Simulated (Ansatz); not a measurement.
Isomers of SiB7 (doublet), relaxed with PBE-D4/def2-SVP; total energies from Ansatz at ωB97M-V/def2-TZVP.

| isomer | description | energy (Eh) |
| --- | --- | --- |
| A | point group Cs; 11 × B–B 1.56 to 1.83 Å; 3 × B–Si 1.90 to 2.26 Å | -463.16037 |
| B | point group Cs; 11 × B–B 1.54 to 1.78 Å; 2 × B–Si 1.90 to 2.05 Å | -463.15235 |

The isomers come from a short search, and lower ones may exist.

Work out the relative energies (1 Eh = 2625.5 kJ/mol) and the Boltzmann populations at 1200 K from electronic energies alone (R = 8.314 J/mol/K).

ΔE: A 0.0, B 21.1 kJ/mol. RT = 9.98 kJ/mol. Factors exp(−ΔE/RT): A 1, B 0.121; sum 1.121. Populations: A 89.2 %, B 10.8 %. Zero-point energy, vibrational entropy and symmetry numbers are left out and can shift these; an error of 4 kJ/mol changes a ratio by a factor of 1.5. Over the other density-functional and correlated levels in def2 sets, the gap between A and B ranges from 9 to 25 kJ/mol.
